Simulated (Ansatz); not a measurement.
Gas-phase electronic energies from Ansatz, PBE0-D4/def2-TZVP geometries. CCSD(T)/CBS is the MP2 limit (def2-TZVPP, def2-QZVPP) plus CCSD(T) − MP2 in def2-TZVPP, frozen cores. This one scheme is used for every species, atoms too. For atomizations the MP2-based limit and the directly extrapolated one differ by several kJ/mol either way, and by 10 to 25 for some Ge, Se and Sn compounds, so smaller differences from it don't rank the levels. DFT in def2-TZVPP. No spin–orbit coupling; open shells (•) take unrestricted orbitals. Spin–orbit coupling would lower the free atoms: a little for C, Cl, Si; clearly for Ga. For Ga outer-core shells are correlated without core-valence functions, so the limit isn't a true one: a few kJ/mol of doubt a bond, and 10 to 20 or more in all where bonds break to atoms. Scalar relativity is left out up to krypton. One conformer a species, not always the lowest.

`C[Si](C)(C)[CH2][Ga]([Cl])[Cl]` → 4 C• + 2 Cl• + Ga• + 11 H• + Si•  (atomization)

```tsv
species	r2SCANh-D4 energy (Eh)
`C[Si](C)(C)[CH2][Ga]([Cl])[Cl]`	-3293.86692
C•	-37.83336
Cl•	-460.11665
Ga•	-1924.77954
H•	-0.49990
Si•	-289.34061
```

Question: Work out ΔE.

Answer: ΔE = 11 × (-0.49990) + 4 × (-37.83336) + 2 × (-460.11665) + (-1924.77954) + (-289.34061) − (-3293.86692) = 2.68113 Eh = +72.96 eV. CCSD(T)/CBS gives +72.91 eV.

Largest T1 diagnostic among the species: 0.013.

In def2-TZVPP, CCSD(T) changes the Hartree–Fock value by +15.83 eV (the triples alone add +0.93 eV) and MP2 by +16.77 eV; breaking electron pairs costs correlation energy, which Hartree–Fock lacks. At CCSD(T), def2-SVP lies −3.64 eV from the extrapolated value and def2-TZVPP −1.56 eV: correlation converges slowly with the basis, and small sets miss more of it in the bonded molecule than in its fragments. The D4 term adds +0.97 eV with B3LYP and +0.53 eV with PBE0; it sums over pairs of atoms, weighted by their polarisabilities, and B3LYP, whose exchange is more repulsive, gets the larger term.

B3LYP here is the variant with VWN-RPA as its local correlation; programs differ in this.
